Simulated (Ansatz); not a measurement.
Consider the redistribution: `[F][Al]([Cl])[GeH3]` + `OCS[SiH3]` → `OC[S][GeH3]` + `[F][Al]([SiH3])[Cl]`.

Isolated molecules relaxed with PBE0-D4/def2-TZVP in Ansatz; ΔE leaves out vibrations. CCSD(T)/CBS is the MP2 limit (def2-TZVPP, def2-QZVPP) plus CCSD(T) − MP2 in def2-TZVPP, frozen cores. Functionals use def2-TZVPP. For Ge outer-core shells are correlated without core-valence functions, which leaves a few kJ/mol of doubt a bond. Scalar relativity is left out up to krypton. One conformer a species, not always the lowest.

| level | ΔE (kJ/mol) |
| --- | --- |
| r2SCAN | 34.1 |
| CCSD(T)/def2-TZVPP | 31.0 |

Q: What does CCSD(T)/CBS give? (Best estimate.)

A: Ansatz gave: +34.1 kJ/mol. The listed levels differ from it by 0.0, -3.1 kJ/mol.

Largest T1 diagnostic among the species: 0.012.
